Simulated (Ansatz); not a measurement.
```xyz
3

Rh    0.0000    0.0000    0.0000
B     0.0000    2.7251    1.9081
B     0.0000   -2.7251    1.9081
```

Basis set: pcseg-2 on B; def2-TZVPP on Rh (spherical functions, with the set's core potentials past Kr). Some runs use density fitting. Charge 0, multiplicity 2.

Computed with Ansatz (development build ahead of 0.2.0); each method stands on the lowest determinant of its kind that the runs found. Restricted functionals stand beside restricted open-shell atoms, which can lie above the unrestricted atoms usual in DFT and then raise those values.

(1) Give the atomization energy at this shape (free ground-state atoms in the same class of orbitals less the molecule, no zero-point energy) of doublet RhB2 by PBE (unrestricted), PBE (restricted open-shell).

Answers

(1)

```csv
method,atomization energy
PBE (unrestricted),1.72 eV
PBE (restricted open-shell),1.63 eV
```

Caution: other spin multiplicities were not run; the shape is not the minimum. Caution for PBE (unrestricted): the unrestricted determinant is spin contaminated.
